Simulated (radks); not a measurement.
All-electron atom: Te+ in [Kr] 4d10 5s2 5p3.

Calculated with a radial shooting solver on a logarithmic mesh with Libxc functionals: Dirac Kohn-Sham, PBE, spin-unpolarised, spherical densities, finite nucleus; open shells are shared between the two j in proportion to 2j + 1; Fermi nuclear charge, rms radius 4.7423 fm.

Energy parts (eV):
| part | energy |
|---|---|
| total | -184934.990 |
| kinetic | 195568.148 |
| electron-nucleus | -448790.029 |
| Hartree | 73070.365 |
| exchange-correlation | -4783.474 |

Orbitals (lengths in bohr, moments of r in powers of bohr):
orbital  occ.  eigenvalue (eV)   <1/r>      <r^4>
1s1/2       2        -31613.64   55.57  2.872e-06
2s1/2       2        -4854.132   12.94  0.0004916
2p1/2       2        -4548.628   12.92  0.0003149
2p3/2       4        -4274.142   11.96  0.0003752
3s1/2       2        -973.3062   4.603    0.02142
3p1/2       2        -847.6739   4.512    0.02054
3p3/2       4        -796.5144   4.275    0.02353
3d3/2       4        -574.8982   4.126    0.01947
3d5/2       6        -564.2007   4.065    0.02032
4s1/2       2        -173.2788   1.835     0.6459
4p1/2       2        -130.1020   1.722     0.8225
4p3/2       4        -120.3896   1.646     0.9476
4d3/2       4         -51.5138   1.382      2.082
4d5/2       6         -50.0446   1.362      2.194
5s1/2       2         -23.4245  0.6403      33.19
5p1/2       1         -14.3200  0.5328      70.83
5p3/2       2         -13.3924  0.5095      83.00
6s1/2       0          -4.9495  0.2391       1468

The highest occupied level is 5p3/2 at -13.392 eV. Summed over all electrons, <r^2> = 49.53 bohr^2, which gives a Langevin (diamagnetic) susceptibility term of -39.2 x 10^-6 cm^3/mol. The electron density at the nucleus is 2.28e+05 e/bohr^3. For comparison, the ionisation energy in NIST's Atomic Spectra Database is 18.6 eV (measured). In exact Kohn-Sham theory the highest level is minus the ionisation energy, but local and semilocal functionals leave it too shallow, through self-interaction and a potential that decays too fast; potentials with the right tail come closer. The density falls to 0.001 e/bohr^3 at r = 4.25 bohr.

Beside tabulated values, note that spin-unpolarised runs miss the spin-polarisation part of the exchange energy of open shells.
